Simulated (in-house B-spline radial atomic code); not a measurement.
Atomic self-consistent-field run: Te8+. Method: scalar-relativistic (X2C) PBEsol, spin-polarised, spherical fractional occupations, Fermi nucleus of rms radius 4.7423 fm. Calculated with a radial B-spline atomic code at the basis-set limit.

Command:
```bash
python run_scf.py task.json out
```
Settings (nuclear radius in fm, mass in u):
```
Z                52
configuration    [Kr] 4d8
hamiltonian      x2c
method           pbesol
spin_polarised   True
nucleus          fermi
rms_radius       4.7423
atomic_mass      129.90622
speed_of_light   137.035999084
```

Output (hartree, bohr):
```
 radial grid: 65 intervals, B-splines of order 8, outer radius 11.954 bohr

 iter        energy (Eh)    residual
    1       -6750.528095    1.21e+00
    2       -6765.447246    6.11e-01
    3       -6771.840966    1.63e-01
    4       -6772.242926    4.13e-02
    5       -6772.259842    2.07e-02
    6       -6772.266605    2.66e-03
    7       -6772.266636    1.33e-04
    8       -6772.266636    2.86e-06
    9       -6772.266636    1.95e-07

 total energy                     -6772.26664
 kinetic                            7163.4463
 electron-nucleus                 -16254.8767
 Hartree                            2489.2084
 exchange-correlation               -170.0447

 orbital      occ     eigenvalue          <r>       <r^2>       <1/r>       r_max
 1s up      1.000     -1164.1531    0.0272227  0.00101415      58.267     0.01723
 1s down    1.000     -1164.1528    0.0272227  0.00101414     58.2671     0.01723
 2s up      1.000      -182.5509     0.119371   0.0168657     13.2471      0.1013
 2s down    1.000      -182.5248     0.119365   0.0168643     13.2479      0.1013
 2p up      3.000      -164.5133     0.104479   0.0133406     12.2469     0.08092
 2p down    3.000      -164.4930     0.104472   0.0133389     12.2477     0.08092
 3s up      1.000       -40.0344     0.321881    0.118567     4.66397      0.2928
 3s down    1.000       -40.0200     0.321825    0.118513     4.66419      0.2929
 3p up      3.000       -34.1572     0.319824    0.118749     4.34968      0.2862
 3p down    3.000       -34.1412     0.319752    0.118678     4.34996      0.2863
 3d up      5.000       -25.2148     0.296464    0.104099     4.09317      0.2375
 3d down    5.000       -25.1914     0.296411    0.104038      4.0932      0.2376
 4s up      1.000       -10.4989      0.75307    0.639529      1.8795      0.6972
 4s down    1.000       -10.4177     0.752956    0.639497     1.88041      0.6968
 4p up      3.000        -8.6346     0.800285    0.727128     1.71332      0.7311
 4p down    3.000        -8.5534     0.800526    0.727833     1.71332      0.7307
 4d up      5.000        -5.8602     0.899554    0.933772     1.46521      0.7898
 4d down    3.000        -5.7813      0.90148    0.938546     1.46302      0.7897
```

Run time, properties included: 0.22 s on 1 thread of Arm Neoverse V2, with other jobs on the host.

One-electron X2C: radii and densities carry no picture-change correction, so inner-shell <1/r> comes out high (for 1s by about 2 % at Z = 33, 5 % at 54, 10 % at 75, 30 % at 118) and <r> low.
